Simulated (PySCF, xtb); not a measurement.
BClH, SMILES [BH]Cl (connectivity only; charge and spin as stated), charge +1, multiplicity 1.

GFN2-xTB (xtb) at its own geometry gives an orbital gap of 5.71 eV.

Geometry optimised at ωB97X-D3(BJ)/def2-TZVPD. The multiplicity is an assumed one; other spin states were not compared. The isomer is the one that the SMILES or the coordinates give; other isomers of the formula were not compared.

Problem. What does CAM-B3LYP/def2-TZVPD in PySCF give? (The exact figures need the calculation; the answer reports its results.)

Solution. gap 11.89 eV (levels -19.99 and -8.10 eV).
